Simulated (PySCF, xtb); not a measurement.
Cl₂GeH₄Si, SMILES Cl[SiH](Cl)[GeH3].

Harmonic wavenumbers (cm⁻¹) from GFN2-xTB (xtb 6.7.1) at its own minimum, in rising order: 38, 83, 114, 158, 335, 406, 414, 500, 517, 617, 627, 806, 877, 878, 1988, 2070, 2072, 2244.

Q: What does PySCF with ωB97X-D3(BJ)/def2-SVP give at its own minimum? (Estimate from the structure and the level; the computed values follow.)

A: 93, 106, 126, 192, 357, 479, 493, 556, 603, 765, 816, 834, 901, 901, 2193, 2196, 2204, 2292. Paired by order, the mean absolute difference is 76 cm⁻¹ and the zero-point energies are 21.1 and 23.0 kcal/mol.
